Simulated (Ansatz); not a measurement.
CH₄O₂, SMILES C(O)O.

Geometry: B3LYP-D3(BJ)/def2-TZVP. The values are those of a single conformer.

Two levels are set side by side: PBE/def2-SVPD (Ansatz, a first-principles code) and ωB97X-V/def2-SVPD (Ansatz). Energy differences of separate SCF runs at the same geometry; the states with an electron removed or added have multiplicity 2 and 2. Differences are taken from unrounded values.

| quantity | ωB97X-V | PBE | PBE minus ωB97X-V |
|---|---|---|---|
| vertical ionisation energy (eV) | 11.29 | 10.67 | -0.62 |
| vertical singlet–triplet gap (eV) | 7.77 | 6.72 | -1.05 |
